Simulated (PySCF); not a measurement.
**C12H27P: Computed beside measured shifts**

System: C12H27P (measured compound), SMILES CCCCP(CCCC)CCCC.

Atom-mapped SMILES (hydrogens are numbered by the atom that bears them): [CH3:1][CH2:2][CH2:3][CH2:4][P:5]([CH2:6][CH2:7][CH2:8][CH3:9])[CH2:10][CH2:11][CH2:12][CH3:13]

Level of theory: GIAO PBE0/pcSseg-2, gas phase, PySCF SCF with an in-house response code, fitting set def2-universal-JFIT up to Ne and JKFIT beyond, grid level 2, non-relativistic, on the PBE0-D3(BJ)/def2-SVP geometry.

One optimised conformer. Values are averaged over the atoms that symmetry or fast rotation interchanges, on this one geometry and without vibrational averaging. Shifts are the reference shielding less the shielding here, at the same level (13C, 1H against isolated TMS; 31P against isolated H3PO4); nuclei without a reference have shieldings only.

(1) What shifts does this level give for P5, and how do they compare with measurement?

Answers

(1) 
```csv
atom,nucleus,computed / ppm,measured / ppm,computed less measured,measured against,medium of the measurement
P5,31P,-57.8,-32.5,-25.3,85 % H3PO4,not stated
```

Computed 19F and 31P shifts carry an offset from the reference molecule (CFCl3 is hard for DFT, lone H3PO4 or PH3 isn't the 85 % acid), so differences between compounds are more accurate than the values.

Measured values: NMR Tables: representative 31P chemical shifts referenced to 85 % H3PO4.
